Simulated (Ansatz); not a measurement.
Basis-set series for C2H8SSi (`CC([SiH3])S`). Total charge 0; spin multiplicity 1. Geometry: relaxed with PBE0-D4/def2-TZVP. It is one conformer, not always the lowest.

```csv
functional,basis,functions,energy (Eh),HOMO (eV),LUMO (eV)
PBE0-D4,def2-SVP,104,-768.07272,-6.70,0.53
PBE0-D4,def2-TZVPP,258,-768.40052,-6.82,0.06
ωB97M-V,def2-SVP,104,-768.31980,-8.89,2.43
ωB97M-V,def2-TZVPP,258,-768.65422,-9.03,1.76
```

Q: Give the rows for def2-QZVPP. (Best estimate.)

A: Computed: 
| functional | basis | functions | energy (Eh) | HOMO (eV) | LUMO (eV) |
| --- | --- | --- | --- | --- | --- |
| PBE0-D4 | def2-QZVPP | 494 | -768.42740 | -6.84 | -0.09 |
| ωB97M-V | def2-QZVPP | 494 | -768.67981 | -9.06 | 1.43 |

Positive LUMOs are unbound and depend on the basis.
